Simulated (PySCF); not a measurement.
Bonds (- single, = double, # triple, : aromatic): C1#C2 1.253 Å, C2-C3 1.450 Å, C3-S4 1.869 Å, S4-Si5 2.155 Å. C3 carries H6, H7; Si5 carries H8, H9, H10. Formal charges: C1 -1.

Total charge -1.

Geometry: PBE0-D3(BJ)/def2-SVP; GIAO shifts from PySCF 2.14, gas phase, non-relativistic, averaged over equivalent atoms.

At PBE0/pcSseg-1 (124 basis functions, 16 s wall time on 1 thread of an Arm Neoverse N1, shared host):
```csv
atoms,δ (ppm)
C1,195.4
C2,105.5
C3,23.3
S4,-86.6
Si5,-103.9
H8/H9/H10,4.57
H6/H7,3.11
```

Referencing at the same level of theory: 13C (184.41 ppm) and 29Si (351.99 ppm) and 1H (31.27 ppm) vs TMS; 33S (495.66 ppm) vs CS2.

Predict the values at B3LYP/pcSseg-2 on the same geometry.

## Answers


| atoms | δ at B3LYP/pcSseg-2 | change |
| --- | --- | --- |
| C1 | 193.4 | -2.0 |
| C2 | 111.9 | +6.4 |
| C3 | 25.5 | +2.2 |
| S4 | -44.8 | +41.8 |
| Si5 | -108.3 | -4.4 |
| H8/H9/H10 | 4.72 | +0.15 |
| H6/H7 | 3.67 | +0.56 |

References, each an isolated molecule treated in the same way: TMS for 13C (179.19 ppm), 29Si (324.61 ppm), 1H (31.39 ppm); CS2 for 33S (492.20 ppm).

The largest change is at S4 (sulfur bonded to C, Si). Cost: 264 basis functions, 50 s wall time on 1 thread of an Arm Neoverse N1, shared host. The order of the carbon signals is the same at both levels.
